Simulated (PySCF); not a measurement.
Sn(H)(PH2)3 (H7P3Sn), SMILES [SnH]([PH2])([PH2])[PH2]. Coordinates come from a PBE-D3(BJ)/def2-SVP optimisation. The structure was generated by enumeration; whether it is a known compound was not checked. The def2 effective core potentials stand for the cores of Sn; spin–orbit coupling is left out. Other conformers were not sampled.

Question: Give the equilibrium geometry at PBE-D3(BJ)/def2-SVP (PySCF confirms it by a frequency run) as Cartesian coordinates in Å, and its point group. (An estimate is asked for; the answer gives what the named calculation found.)

Answer: This is not unique; one that fits is point group C3.
```xyz
11

Sn     0.0000     0.0000    -0.4073
P     -2.0299     1.3392     0.3770
P     -0.1449    -2.4276     0.3770
P      2.1748     1.0883     0.3770
H      0.0000     0.0000    -2.1446
H     -1.5593     1.3276     1.7411
H     -1.3780     2.5983     0.1059
H     -0.3701    -2.0142     1.7411
H     -1.5612    -2.4926     0.1059
H      2.9392    -0.1057     0.1059
H      1.9294     0.6866     1.7411
```
Charge 0, spin multiplicity 1.
